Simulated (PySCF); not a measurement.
Re(O)3(Me) (CH₃O₃Re), SMILES [CH3][Re](=[O])(=[O])=[O], multiplicity 1.

Coordinates come from a r2SCAN-D4/def2-SVP optimisation. The multiplicity is an assumed one; no other spin state was optimised. The isomer is the one that the SMILES or the coordinates give; other isomers of the formula were not compared. The def2 effective core potentials stand for the cores of Re; spin–orbit coupling is left out.

These are PBE/def2-TZVP (PySCF) values and carry that method's errors.

Isolated molecule, no solvent.

Estimate the frontier levels, gap, dipole moment and polarisability. (The exact figures need the calculation; the answer reports its results.)


The highest occupied level is -8.01 eV, the lowest empty level is -3.75 eV and the orbital gap is 4.26 eV. The dipole moment comes out as 3.09 D and the quadrupole, principal values (traceless, Buckingham form, about the centre of nuclear charge) is -3.91, -3.91, 7.82 D·Å. The mean static polarisability is 57.5 bohr³ (8.52 Å³) and the polarisability, principal values is 55.7, 55.7, 61.0 bohr³.
